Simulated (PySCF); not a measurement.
Compound: C₅H₈F₃OP.
Z-matrix (Å and degrees, PBE0-D3(BJ)/def2-SVP geometry), rows numbered from 1:
```
C 
C   1  1.4867
C   2  1.3397  1  125.82
P   3  1.7919  2  117.85  1   179.86
C   4  1.8076  3  107.76  2  -130.05
O   4  1.4927  3  114.85  2     1.37
C   4  1.8869  3  102.41  2   124.47
F   7  1.3343  4  110.86  3   170.24
F   7  1.3436  4  110.46  3    51.19
F   7  1.3275  4  111.51  3   -68.84
H   1  1.0990  2  112.39  3     0.08
H   1  1.1026  2  110.25  3   121.50
H   1  1.1026  2  110.44  3  -121.50
H   2  1.0989  1  117.40  3  -179.90
H   3  1.0960  2  122.09  1    -0.41
H   5  1.0993  4  111.29  3   -51.70
H   5  1.0992  4  108.24  3    69.13
H   5  1.0992  4  108.45  3  -172.59
```

Level: PBE0/pcSseg-1 in PySCF, non-relativistic, on one gas-phase PBE0-D3(BJ)/def2-SVP geometry that isn't relaxed in the solvent. The solvent is an IEF-PCM continuum (cavity from Bondi-type radii × 1.2). Only the electrostatic response of the medium enters.

Gas phase at PBE0/pcSseg-1: HOMO -8.11 eV, LUMO -0.90 eV, dipole 4.30 D.

Task: What does the continuum do to the energy, the frontier levels and the dipole at PBE0/pcSseg-1 in dichloromethane?

Result: 
```tsv
solvent	ε	E(solvent) − E(gas) (kcal/mol)	polarisation term (kcal/mol)	distortion of the solute (kcal/mol)	HOMO (eV)	LUMO (eV)	dipole (D)
dichloromethane	8.93	-7.61	-8.74	1.13	-8.03	-0.67	5.29
```

Polarisation term: ½ Σ q·V over the induced surface charges. Distortion: the rise of the solute's own energy as its density leaves the gas-phase optimum.

Task: Which radius a makes the point-dipole formula ΔE = −[(ε − 1)/(2ε + 1)]·μ²/a³ give the value in dichloromethane, with the gas-phase dipole?

Result: μ = 1.691 au and |ΔE| = 0.01213 Eh give a = 2.45 Å; the farthest nucleus lies 3.81 Å from the centroid of the nuclei, so such a sphere wouldn't even hold the nuclei. The formula assumes a rigid point dipole at the centre of a sphere.

Task: Which Hirshfeld charges (PBE0/pcSseg-1) respond most in dichloromethane (means over atoms taken as equivalent)?

Result: 
| atoms | environment | gas (e) | solvent (e) | change |
| --- | --- | --- | --- | --- |
| O6 | phosphoryl oxygen | -0.391 | -0.433 | -0.042 |
| H15 | vinylic hydrogen | +0.046 | +0.056 | +0.010 |
| H16/H17/H18 | methyl hydrogen | +0.058 | +0.065 | +0.007 |
| C5 | sp3 carbon bound to phosphorus | -0.161 | -0.156 | +0.005 |
| H11/H12/H13 | methyl hydrogen | +0.055 | +0.059 | +0.004 |
| H14 | vinylic hydrogen | +0.052 | +0.048 | -0.004 |

Task: How do the nuclear quadrupole coupling constants eQVzz/h respond in dichloromethane?

Result: 
| nucleus | Q (barn) | gas (MHz) | solvent (MHz) | η gas | η solvent |
| --- | --- | --- | --- | --- | --- |
| 17O at O6 | -0.0256 | -5.95 | -5.89 | 0.19 | 0.20 |
